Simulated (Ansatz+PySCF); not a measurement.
Values are calculated unless marked as measured or tabulated.
Input for PySCF 2.14.0:

```python
from pyscf import gto, scf, cc

mol = gto.M(atom="""
Be 0.000000 0.000000 0.000000
N 0.750400 1.000530 2.166220
""", basis='sto-3g', charge=1, spin=0)
mf = scf.RHF(mol)
mf.kernel()
mycc = cc.CCSD(mf, frozen=1).run()
et = mycc.ccsd_t()
print(mf.e_tot, mycc.e_corr, et, mycc.e_tot + et)
```

The script is written out from the run's settings.

The run gave:

```json
{"Converged": "yes", "Reference energy": "-67.61826 hartree", "CCSD correlation energy": "-0.12193 hartree", "Triples correction": "-0.00135 hartree", "Total energy": "-67.74154 hartree", "Spin squared of the determinant": "0.000"}
```

Caution: large amplitudes, a single reference is doubtful; an unrestricted determinant lies well below.
